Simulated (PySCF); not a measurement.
**How methods differ on the excitation energy of K**

K [Ar] 4s1 (2S) → K [Ar] 4p1 (2P), as a difference of total energies. Computed with PySCF 2.14 in x2c-QZVPPall (11s7p4d3f, 73 functions), with the spin-free X2C one-electron Hamiltonian (Gaussian nucleus). Correlated levels: valence and next inner shell: [Ne] frozen. The calculations carry no spin-orbit coupling.

```
                                method  excitation energy (eV)  error (eV)
                                   UHF                   1.422      -0.193
                                   LDA                   1.530      -0.085
                                   PBE                   1.388      -0.227
                                  PBE0                   1.402      -0.213
                                r2SCAN                   1.359      -0.256
                               r2SCANh                   1.386      -0.229
                               wB97X-V                   1.516      -0.099
                                  TPSS                   1.291      -0.324
    MP2 (valence and next inner shell)                   1.598      -0.017
SCS-MP2 (valence and next inner shell)                   1.561      -0.054
```

Reference: 1.615 eV (measured; NIST levels, between the centres of gravity of the two terms).

Errors of the correlated levels include the incompleteness of this basis and the frozen core.

The basis was made for the ground configuration and has no added diffuse functions, so the excitation energy can come out too high.
